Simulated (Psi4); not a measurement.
C4H9O (SMILES CC[CH]CO), doublet, geometry from GFN2-xTB; HF/6-311++G** (Psi4 1.11).

Input for Psi4:
```
memory 2 GB

molecule {
0 2
C     2.25791148    0.43139916    0.04293853
C     1.21905175   -0.49263911   -0.62109970
C    -0.04407318   -0.55013964    0.14432040
C    -1.22203538    0.25247122   -0.24474193
O    -2.23165329    0.12570525    0.72960713
H     3.18034710    0.43742420   -0.53309529
H     1.87513608    1.44715215    0.10139224
H     2.47630032    0.08712328    1.05036725
H     1.65813028   -1.49314117   -0.68699436
H     1.02593249   -0.13406410   -1.63498482
H    -0.08474081   -1.06050700    1.08860421
H    -1.59853405   -0.07665351   -1.23472559
H    -0.93703853    1.31830469   -0.36629774
H    -3.00743447    0.62216975    0.45037343
}

set {
  basis 6-311++g**
  reference uhf
  s_orthogonalization partialcholesky
}

energy('scf')
print_variables()
```

Problem. What does Psi4 print? Leave out banner, timings and long lists.

Solution. 
```
   => Loading Basis Set <=

    Name: 6-311++G**
    Role: ORBITAL
    Keyword: BASIS

         ---------------------------------------------------------
                                   SCF
               by Justin Turney, Rob Parrish, Andy Simmonett
                          and Daniel G. A. Smith
                              UHF Reference
         ---------------------------------------------------------

  ==> Geometry <==

    Molecular point group: c1
    Full point group: C1

    Geometry (in Angstrom), charge = 0, multiplicity = 2:

       Center              X                  Y                   Z               Mass
    ------------   -----------------  -----------------  -----------------  -----------------
         C            2.320059242150     0.446994321448     0.019016973237    12.000000000000
         C            1.281199512150    -0.477043948552    -0.645021256763    12.000000000000
         C            0.018074582150    -0.534544478552     0.120398843237    12.000000000000
         C           -1.159887617850     0.268066381448    -0.268663486763    12.000000000000
         O           -2.169505527850     0.141300411448     0.705685573237    15.994914619570
         H            3.242494862150     0.453019361448    -0.557016846763     1.007825032230
         H            1.937283842150     1.462747311448     0.077470683237     1.007825032230
         H            2.538448082150     0.102718441448     1.026445693237     1.007825032230
         H            1.720278042150    -1.477546008552    -0.710915916763     1.007825032230
         H            1.088080252150    -0.118468938552    -1.658906376763     1.007825032230
         H           -0.022593047850    -1.044911838552     1.064682653237     1.007825032230
         H           -1.536386287850    -0.061058348552    -1.258647146763     1.007825032230
         H           -0.874890767850     1.333899851448    -0.390219296763     1.007825032230
         H           -2.945286707850     0.637764911448     0.426451873237     1.007825032230

  Running in c1 symmetry.

  Rotational constants: A =      0.49189  B =      0.07267  C =      0.07088 [cm^-1]
  Rotational constants: A =  14746.56695  B =   2178.51131  C =   2125.00354 [MHz]
  Nuclear repulsion =  177.235453687175465

  Charge       = 0
  Multiplicity = 2
  Electrons    = 41
  Nalpha       = 21
  Nbeta        = 20

  ==> Algorithm <==

  SCF Algorithm Type is DF.
  DIIS enabled.
  MOM disabled.
[...]
   @DF-UHF iter   8:  -231.58555238808793   -4.70394e-06   3.72496e-06 DIIS
   @DF-UHF iter   9:  -231.58555311589436   -7.27806e-07   1.52235e-06 DIIS
   @DF-UHF iter  10:  -231.58555323803901   -1.22145e-07   6.22477e-07 DIIS
  Energy and wave function converged.

  ==> Post-Iterations <==

   @Spin Contamination Metric:   1.426896413E-02
   @S^2 Expected:                7.500000000E-01
   @S^2 Observed:                7.642689641E-01
   @S   Expected:                5.000000000E-01
   @S   Observed:                5.000000000E-01

    Orbital Energies [Eh]
    ---------------------

    Alpha Occupied:

[...]
    Alpha Virtual:

[...]
    Beta Occupied:

[...]
    Beta Virtual:

[...]
    Final Occupation by Irrep:
              A
    DOCC [    20 ]
    SOCC [     1 ]
    NA   [    21 ]
    NB   [    20 ]

  @DF-UHF Final Energy:  -231.58555323803901

   => Energetics <=

    Nuclear Repulsion Energy =            177.2354536871754647
    One-Electron Energy =                -665.1592618265315195
    Two-Electron Energy =                 256.3382549013171001
    Total Energy =                       -231.5855532380389832

  UHF NO Occupations:
  HONO-2 :   19  A 1.9988989
  HONO-1 :   20  A 1.9962270
  HONO-0 :   21  A 1.0000000
  LUNO+0 :   22  A 0.0037730
  LUNO+1 :   23  A 0.0011011
  LUNO+2 :   24  A 0.0008955
  LUNO+3 :   25  A 0.0007705

Computation Completed

Properties will be evaluated at   0.000000,   0.000000,   0.000000 [a0]

Properties computed using the SCF density matrix

 Multipole Moments:

 ------------------------------------------------------------------------------------
     Multipole            Electronic (a.u.)      Nuclear  (a.u.)        Total (a.u.)
 ------------------------------------------------------------------------------------

 L = 1.  Multiply by 2.5417464519 to convert [e a0] to [Debye]
 Dipole X            :         -4.8020964            4.8151324            0.0130361
 Dipole Y            :         -0.8158440            1.2082941            0.3924501
 Dipole Z            :          1.2560381           -1.8534125           -0.5973744
 Magnitude           :                                                    0.7148728

 ------------------------------------------------------------------------------------

  Variable Map:
  ----------------------------------------------------------------------------
[...]
  Array Variable Map:
  ----------------------------------------------------------------------------
[...]
[...]
```
